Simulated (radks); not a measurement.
Values are calculated unless marked as measured or tabulated.
The mean radii <r> (bohr) of the occupied orbitals of an atom or ion are listed with their occupations. Code: a radial shooting solver on a logarithmic mesh with Libxc functionals. Model: scalar-relativistic Kohn-Sham, PBE, spin-polarised, spherical densities, finite nucleus; Fermi nuclear charge, rms radius of each element as measured or else 0.836 A^(1/3) + 0.57 fm.

| orbital | occ. | <r> |
|---|---|---|
| 1s up | 1 | 0.05214 |
| 1s down | 1 | 0.05214 |
| 2s up | 1 | 0.2353 |
| 2s down | 1 | 0.2350 |
| 2p up | 3 | 0.2066 |
| 2p down | 3 | 0.2063 |
| 3s up | 1 | 0.6988 |
| 3s down | 1 | 0.7007 |
| 3p up | 3 | 0.7257 |
| 3p down | 3 | 0.7287 |
| 3d up | 5 | 0.8088 |
| 3d down | 2 | 0.8202 |
| 4p up | 1 | 2.262 |

Name the element and its charge. Open shells, if any, are filled with parallel spins first.

Answer. Z = 29, copper, charge +3: Cu3+ in [Ar] 3d7 4p1. The 1s radius gives Z: for a bare nucleus <r> = (2 gamma + 1)/(2Z) with gamma = sqrt(1 - (Z/c)^2), 0.05094 bohr for Z = 29, and screening makes it slightly larger (0.05214 here). The occupations add up to 26, and the charge is Z minus that.
